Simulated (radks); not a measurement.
Values are calculated unless marked as measured or tabulated.
Effect of the nuclear size on neutral rhenium, [Xe] 4f14 5d5 6s2. Level of theory: Dirac Kohn-Sham, relativistic LDA (MacDonald-Vosko exchange, VWN5 correlation), spin-unpolarised, spherical densities, finite nucleus; open shells fill j = l - 1/2 first; Fermi nuclear charge, rms radius 5.3698 fm (a radial shooting solver on a logarithmic mesh with Libxc functionals). The rms radius is varied about that value; shifts are against it.

rms radius (fm)  total energy shift (eV)  density at nucleus (e/bohr^3)  1s1/2 shift (meV)  2s1/2 shift (meV)  5p1/2 shift (meV)  6s1/2 shift (meV)  5d5/2 shift (meV)  6p1/2 (empty) shift (meV)
4.6986                             -15.1                      1.598e+06              -6060               -862              0.466             -0.558              0.504                      0.188
4.8758                             -11.2                      1.577e+06              -4510               -642              0.347             -0.416              0.375                      0.140
5.3698                                 0                      1.524e+06              0.000              0.000              0.000              0.000              0.000                      0.000
5.8692                              12.0                      1.476e+06               4840                688             -0.371              0.446             -0.402                     -0.150
6.4223                              26.2                       1.43e+06              10500               1500             -0.806              0.969             -0.874                     -0.326

Slopes of the eigenvalues against <r^2> in GHz/fm^2, as finite differences over the two radii next to the reference (eigenvalue slopes, not the field-shift constants of lines): 1s1/2 212000, 2s1/2 30100, 5p1/2 -16.3, 6s1/2 19.5, 5d5/2 -17.6, 6p1/2 (empty) -6.57.
